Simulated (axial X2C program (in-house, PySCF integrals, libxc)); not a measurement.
# ZrCl⁻ along the bond: PBE50, 2c

All values were computed with an axial X2C code built on PySCF integrals. Two-component (2c) means X2C with spin–orbit coupling and atomic mean-field two-electron Coulomb terms, the Gaunt term switched off. Basis: Zr dyall-av3z [12s13p10d4f2g], Cl dyall-av3z [9s8p3d2f] (cores contracted in-house); Gaussian nuclei, density fitting, unrestricted open shells. Masses: Zr 89.905 u, Cl 34.969 u.

State: Ω = 1 (⟨Sz⟩ = 1.00, ⟨Lz⟩ = 0.00 at PBE50). Dipoles are positive if Cl is the positive end and refer to the centre of mass.

Results along the bond:

| R (Å) | μ (D) | HOMO (eV) | LUMO (eV) |
| --- | --- | --- | --- |
| 2.184 | 4.824 | -0.08 | 1.78 |
| 2.284 | 4.267 | -0.16 | 1.79 |
| 2.359 | 3.825 | -0.23 | 1.80 |
| 2.435 | 3.368 | -0.29 | 1.80 |
| 2.510 | 2.897 | -0.36 | 1.81 |
| 2.598 | 2.335 | -0.44 | 1.82 |
| 2.686 | 1.759 | -0.52 | 1.82 |
| 2.799 | 1.004 | -0.62 | 1.83 |
| 2.937 | 0.062 | -0.76 | 1.84 |
| 3.138 | -1.333 | -0.95 | 1.84 |

Density functionals use the spin component along the axis (collinear). The state is one determinant with fixed occupations, lowest in a PBE0 search at one distance only: followed along the bond, the 2c determinant Ω = 2 reaches 0.06 eV lower at PBE0, at Re = 2.435 Å, so the state shown is not the lowest. With several unpaired electrons one determinant need not be a pure state. Open-shell Ω = 0 determinants with evenly filled partner blocks cannot be reached by this program, so the Ω shown need not be the lowest component. The determinant is spin-polarised beyond a pure state at some levels (its spin-free form has ⟨S²⟩ too high), which makes Re and μ there less reliable. The LUMO of an anion is an unbound level whose energy the basis sets.
